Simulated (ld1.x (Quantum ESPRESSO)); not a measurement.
## LDA (PZ) ultrasoft dataset for phosphorus, scalar-relativistic all-electron reference.

Input for ld1.x (Quantum ESPRESSO) 7.5:

```
&input
   title='P', zed=15., rel=1, dft='PZ', iswitch=3,
   config='[Ne] 3s2 3p3',
   nld=2, rlderiv=2.30, eminld=-3.0, emaxld=5.0, deld=0.02
 /
 &inputp
   pseudotype=3, tm=.true., lloc=-2, rcloc=1.45,
   nlcc=.false.,
   file_pseudopw='P.UPF', file_wfcaegen='ae.wfc', file_wfcncgen='nc.wfc', file_beta='beta', file_chi='chi', file_wfcusgen='us.wfc'
 /
4
3S  1  0   2.00   0.00  1.20  1.40  0.0
3S  1  0   0.00  -0.10  1.20  1.40  0.0
3P  2  1   3.00   0.00  1.75  2.10  0.0
3P  2  1   0.00   1.45  1.75  2.10  0.0
 &test
   configts(1)='3s2 3p3'
 /
```

Command:

```bash
ld1.x < P.in > P.out
```

Resulting log (shortened: banner, matrices, multipoles, cross overlaps and the repeated all-electron block are left out):

```
Program LD1 v.7.5
     --------------------------- All-electron run ----------------------------

     P
     scalar relativistic calculation

     atomic number is 15.00
     dft =PZ   lsd =0 sic =0 latt =0  beta=0.20 tr2=1.0E-14
     Exchange-correlation= PZ
                           (   1   1   0   0   0   0   0)
     mesh =1147 r(mesh) = 101.18493 a.u. xmin = -7.00 dx = 0.01250
     1 Ry =  13.60569312 eV, c = 137.03599908

     n l     nl                  e(Ry)          e(Ha)          e(eV)
     1 0     1S 1( 2.00)      -152.5886       -76.2943     -2076.0737
     2 0     2S 1( 2.00)       -12.7258        -6.3629      -173.1430
     2 1     2P 1( 6.00)        -9.1517        -4.5758      -124.5148
     3 0     3S 1( 2.00)        -1.0305        -0.5153       -14.0211
     3 1     3P 1( 3.00)        -0.4118        -0.2059        -5.6027

     final scf error:  8.3E-15 reached in  24 iterations

     Etot =    -681.573995 Ry,    -340.786998 Ha,   -9273.286620 eV

     Ekin =     683.095653 Ry,     341.547827 Ha,    9293.989829 eV
     Encl =   -1627.779203 Ry,    -813.889602 Ha,  -22147.064314 eV
     Eh   =     306.786442 Ry,     153.393221 Ha,    4174.042178 eV
     Exc  =     -43.676886 Ry,     -21.838443 Ha,    -594.254312 eV

     normalization and overlap integrals

     s(1S/1S) =  1.000000  <r> =   0.1039  <r2> =    0.0145  r(max) =   0.0675
     s(2S/2S) =  1.000000  <r> =   0.5220  <r2> =    0.3251  r(max) =   0.4187
     s(2P/2P) =  1.000000  <r> =   0.4863  <r2> =    0.2972  r(max) =   0.3515
     s(3S/3S) =  1.000000  <r> =   1.8935  <r2> =    4.1843  r(max) =   1.5557
     s(3P/3P) =  1.000000  <r> =   2.3728  <r2> =    6.7910  r(max) =   1.8302

     ------------------------ End of All-electron run ------------------------

     --------------------- Generating US pseudopotential ---------------------

      Generating local potential from pseudized AE potential:
      Matching radius rcloc =   1.4500
      Enforcing V''(0)=0 (lloc=-2)

      Local pseudo, rcloc= 1.443 Estimated cut-off energy=    14.48 Ry

      Wfc   3S  rcut= 1.212  Using Troullier-Martins method
      Wfc-us  3S rcutus= 1.408  Estimated cut-off energy=    21.60 Ry

      Wfc   3S  rcut= 1.212  Using Troullier-Martins method
      Wfc-us  3S rcutus= 1.408  Estimated cut-off energy=    22.87 Ry

      Wfc   3P  rcut= 1.763  Using Troullier-Martins method
      Wfc-us  3P rcutus= 2.100  Estimated cut-off energy=    17.32 Ry

      Wfc   3P  rcut= 1.763  Using Troullier-Martins method
      Wfc-us  3P rcutus= 2.100  Estimated cut-off energy=    25.03 Ry

     ------------------- End of pseudopotential generation -------------------

     Computing logarithmic derivative in   2.30647
     Computing logarithmic derivative in   2.30647
     Computing the partial wave expansion
     R is outside the sphere for l=    0 j= 0.00
     R is outside the sphere for l=    0 j= 0.00
     R is outside the sphere for l=    1 j= 0.00
     R is outside the sphere for l=    1 j= 0.00

     ---------------------- Testing the pseudopotential ----------------------

     P
     scalar relativistic calculation

     atomic number is 15.00   valence charge is  5.00
     dft =PZ   lsd =0 sic =0 latt =0  beta=0.20 tr2=1.0E-14
     mesh =1147 r(mesh) = 101.18493 xmin = -7.00 dx = 0.01250

     n l     nl             e AE (Ry)        e PS (Ry)    De AE-PS (Ry)
     1 0     3S   1( 2.00)       -1.03053       -1.03054        0.00001
     2 1     3P   1( 3.00)       -0.41179       -0.41179        0.00000

     eps = 3.3E-15  iter =  3

     Etot =    -681.573995 Ry,    -340.786998 Ha,   -9273.286620 eV
     Etotps =   -12.820078 Ry,      -6.410039 Ha,    -174.426052 eV

     Ekin =       4.879390 Ry,       2.439695 Ha,      66.387486 eV
     Encl =     -26.757748 Ry,     -13.378874 Ha,    -364.057711 eV
     Ehrt =      10.403155 Ry,       5.201577 Ha,     141.542132 eV
     Ecxc =      -2.891316 Ry,      -1.445658 Ha,     -39.338363 eV
     Epseu=       1.546441 Ry,       0.773221 Ha,      21.040404 eV

     ---------------------- End of pseudopotential test ----------------------
```

Generation and configuration tests took about 2.5 s on one core of a shared server CPU.

Transferability test of the new file with ld1.x, input:

```
&input
   title='P', zed=15., rel=1, dft='PZ', iswitch=2,
   config='[Ne] 3s2 3p3'
 /
 &test
   file_pseudo='P.UPF', nconf=10,
   configts(1)='3s2 3p3',
   configts(2)='3s2 3p2',
   configts(3)='3s2 3p1',
   configts(4)='3s2 3p0',
   configts(5)='3s1 3p0',
   configts(6)='3s1 3p3',
   configts(7)='3s1 3p4',
   configts(8)='3s2 3p2.5',
   configts(9)='3s2 3p3', lsdts(9)=1,
   configts(10)='3s2 3p2', lsdts(10)=1
 /
```

```bash
ld1.x < P.test.in > P.test.out
```

Pseudopotential blocks of its output, shortened (energy terms left out):

```
     ---------------------- Testing the pseudopotential ----------------------

     n l     nl             e AE (Ry)        e PS (Ry)    De AE-PS (Ry)
     1 0     3S   1( 2.00)       -1.03053       -1.03054        0.00001
     2 1     3P   1( 3.00)       -0.41179       -0.41179        0.00000

     eps = 3.3E-15  iter =  3

     Etot =    -681.573995 Ry,    -340.786998 Ha,   -9273.286620 eV
     Etotps =   -12.820078 Ry,      -6.410039 Ha,    -174.426052 eV

     ---------------------- End of pseudopotential test ----------------------

          ---------------------- Testing the pseudopotential ----------------------

     n l     nl             e AE (Ry)        e PS (Ry)    De AE-PS (Ry)
     1 0     3S   1( 2.00)       -1.71439       -1.71357       -0.00081
     2 1     3P   1( 2.00)       -1.05150       -1.05082       -0.00068

     eps = 1.0E-17  iter =  7

     Etot =    -680.852182 Ry,    -340.426091 Ha,   -9263.465844 eV
     Etotps =   -12.098444 Ry,      -6.049222 Ha,    -164.607722 eV
     dEtot_ae =       0.721814 Ry
     dEtot_ps =       0.721634 Ry,   Delta E=       0.000180 Ry

     ---------------------- End of pseudopotential test ----------------------

          ---------------------- Testing the pseudopotential ----------------------

     n l     nl             e AE (Ry)        e PS (Ry)    De AE-PS (Ry)
     1 0     3S   1( 2.00)       -2.50017       -2.49592       -0.00425
     2 1     3P   1( 1.00)       -1.79307       -1.78924       -0.00383

     eps = 4.2E-18  iter =  7

     Etot =    -679.437371 Ry,    -339.718686 Ha,   -9244.216371 eV
     Etotps =   -10.685489 Ry,      -5.342745 Ha,    -145.383491 eV
     dEtot_ae =       2.136624 Ry
     dEtot_ps =       2.134589 Ry,   Delta E=       0.002035 Ry

     ---------------------- End of pseudopotential test ----------------------

          ---------------------- Testing the pseudopotential ----------------------

     n l     nl             e AE (Ry)        e PS (Ry)    De AE-PS (Ry)
     1 0     3S   1( 2.00)       -3.36238       -3.34859       -0.01379  !
     2 1     3P   1( 0.00)       -2.61283       -2.59992       -0.01290  !

     eps = 5.2E-17  iter =  7

     Etot =    -677.240161 Ry,    -338.620080 Ha,   -9214.321795 eV
     Etotps =    -8.495812 Ry,      -4.247906 Ha,    -115.591410 eV
     dEtot_ae =       4.333835 Ry
     dEtot_ps =       4.324266 Ry,   Delta E=       0.009568 Ry

     ---------------------- End of pseudopotential test ----------------------

          ---------------------- Testing the pseudopotential ----------------------

     n l     nl             e AE (Ry)        e PS (Ry)    De AE-PS (Ry)
     1 0     3S   1( 1.00)       -4.31285       -4.27187       -0.04098  !
     2 1     3P   1( 0.00)       -3.52267       -3.48492       -0.03775  !

     eps = 5.2E-15  iter =  5

     Etot =    -673.404313 Ry,    -336.702156 Ha,   -9162.132429 eV
     Etotps =    -4.684892 Ry,      -2.342446 Ha,     -63.741198 eV
     dEtot_ae =       8.169682 Ry
     dEtot_ps =       8.135187 Ry,   Delta E=       0.034496 Ry

     ---------------------- End of pseudopotential test ----------------------

          ---------------------- Testing the pseudopotential ----------------------

     n l     nl             e AE (Ry)        e PS (Ry)    De AE-PS (Ry)
     1 0     3S   1( 1.00)       -1.76527       -1.76361       -0.00166
     2 1     3P   1( 3.00)       -1.09460       -1.09368       -0.00093

     eps = 1.6E-17  iter =  7

     Etot =    -680.185369 Ry,    -340.092684 Ha,   -9254.393396 eV
     Etotps =   -11.432033 Ry,      -5.716016 Ha,    -155.540726 eV
     dEtot_ae =       1.388626 Ry
     dEtot_ps =       1.388046 Ry,   Delta E=       0.000580 Ry

     ---------------------- End of pseudopotential test ----------------------

          ---------------------- Testing the pseudopotential ----------------------

     n l     nl             e AE (Ry)        e PS (Ry)    De AE-PS (Ry)
     1 0     3S   1( 1.00)       -1.08248       -1.08186       -0.00062
     2 1     3P   1( 4.00)       -0.45253       -0.45244       -0.00009

     eps = 4.3E-16  iter =  7

     Etot =    -680.949551 Ry,    -340.474776 Ha,   -9264.790627 eV
     Etotps =   -12.195865 Ry,      -6.097932 Ha,    -165.933192 eV
     dEtot_ae =       0.624444 Ry
     dEtot_ps =       0.624214 Ry,   Delta E=       0.000230 Ry

     ---------------------- End of pseudopotential test ----------------------

          ---------------------- Testing the pseudopotential ----------------------

     n l     nl             e AE (Ry)        e PS (Ry)    De AE-PS (Ry)
     1 0     3S   1( 2.00)       -1.35757       -1.35735       -0.00022
     2 1     3P   1( 2.50)       -0.71699       -0.71682       -0.00017

     eps = 3.7E-17  iter =  7

     Etot =    -681.293153 Ry,    -340.646577 Ha,   -9269.465571 eV
     Etotps =   -12.539250 Ry,      -6.269625 Ha,    -170.605188 eV
     dEtot_ae =       0.280842 Ry
     dEtot_ps =       0.280828 Ry,   Delta E=       0.000014 Ry

     ---------------------- End of pseudopotential test ----------------------

          ---------------------- Testing the pseudopotential ----------------------

     n l     nl             e AE (Ry)        e PS (Ry)    De AE-PS (Ry)
     1 0     3S   1( 1.00)       -1.08304       -1.08751        0.00446
     2 1     3P   1( 3.00)       -0.45936       -0.46159        0.00222
     1 0     3S   2( 1.00)       -0.91190       -0.89628       -0.01562  !
     2 1     3P   2( 0.00)       -0.30668       -0.29725       -0.00943  !

     eps = 7.2E-15  iter = 13

     Etot =    -681.684973 Ry,    -340.842487 Ha,   -9274.796550 eV
     Etotps =   -12.939972 Ry,      -6.469986 Ha,    -176.057285 eV
     dEtot_ae =      -0.110978 Ry
     dEtot_ps =      -0.119893 Ry,   Delta E=       0.008916 Ry

     ---------------------- End of pseudopotential test ----------------------

          ---------------------- Testing the pseudopotential ----------------------

     n l     nl             e AE (Ry)        e PS (Ry)    De AE-PS (Ry)
     1 0     3S   1( 1.00)       -1.76627       -1.77080        0.00453
     2 1     3P   1( 2.00)       -1.09958       -1.10244        0.00285
     1 0     3S   2( 1.00)       -1.62942       -1.61635       -0.01307  !
     2 1     3P   2( 0.00)       -0.97279       -0.96356       -0.00923  !

     eps = 1.8E-15  iter = 11

     Etot =    -680.914121 Ry,    -340.457061 Ha,   -9264.308578 eV
     Etotps =   -12.166352 Ry,      -6.083176 Ha,    -165.531650 eV
     dEtot_ae =       0.659874 Ry
     dEtot_ps =       0.653727 Ry,   Delta E=       0.006147 Ry

     ---------------------- End of pseudopotential test ----------------------
```
